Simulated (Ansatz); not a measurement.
The cluster Zn₂F₂⁺. Total charge 1; doublet. Geometry PBE0-D4/def2-SVP; atoms count from 1.

```xyz
4

Zn    0.483   -0.732    0.404
Zn   -1.394    2.122   -1.174
F    -0.409    0.647   -0.364
F     1.320   -2.037    1.134
```

The structure comes from a short search, and lower isomers may exist.

Question: Estimate the Mulliken populations from the PBE0/def2-TZVP orbitals of Ansatz.

Answer: 
| atom | charge (e) | spin (α − β) | d electrons |
| --- | --- | --- | --- |
| Zn1 | 1.07 | 0.02 | 10.06 |
| Zn2 | 0.82 | 0.98 | 10.02 |
| F3 | -0.50 | 0.00 | – |
| F4 | -0.39 | 0.00 | – |
Mulliken values depend strongly on the basis.

Question: Where does the spin sit?

Answer: Summed by element: Zn 1.00, F 0.00, of 1 unpaired in all. Largest on single atoms: Zn2 0.98, Zn1 0.02, F4 0.00.

Question: And the Mayer bond orders between heavy atoms (over 0.3)?

Answer: Zn1–F3 0.47 (1.81 Å); Zn1–F4 1.01 (1.71 Å).
